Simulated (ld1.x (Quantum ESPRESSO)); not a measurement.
# Reading a pseudo-wave (hydrogen)

Columns: radius, all-electron u(r) and pseudo u(r) of the 1s shell (level -6.63 eV) of hydrogen in the configuration 1s1; BP86, scalar-relativistic, TM scheme, ld1.x (Quantum ESPRESSO) 7.5.

```tsv
r (bohr)	all-electron	pseudo
0.047	0.0862	0.0727
0.095	0.1658	0.1459
0.142	0.2362	0.2152
0.190	0.3008	0.2825
0.237	0.3576	0.3441
0.285	0.4094	0.4018
0.332	0.4546	0.4524
0.380	0.4955	0.4979
0.427	0.5308	0.5363
0.475	0.5625	0.5695
0.522	0.5895	0.5966
0.570	0.6134	0.6196
0.617	0.6334	0.6381
0.665	0.6507	0.6538
0.712	0.6648	0.6665
0.760	0.6766	0.6774
0.807	0.6858	0.6860
0.855	0.6930	0.6931
0.902	0.6981	0.6981
0.950	0.7016	0.7016
0.997	0.7033	0.7033
1.045	0.7036	0.7036
1.092	0.7025	0.7025
1.140	0.7002	0.7002
1.187	0.6969	0.6969
1.235	0.6924	0.6924
```

Q: How many radial nodes do the two functions have?

A: The all-electron 1s function has n − l − 1 = 0; the pseudo-wave has 0.

Q: At about which radius was the pseudo-wave matched?

A: 0.95 bohr. The columns agree to 0.0005 from 0.81 bohr on; several derivatives are matched, so the curves merge somewhat inside the radius.

Q: Is the pseudo-wave norm-conserving?

A: Yes: the TM scheme keeps the norm inside the radius equal to the all-electron one, which fixes the energy derivative of the logarithmic derivative at the level.
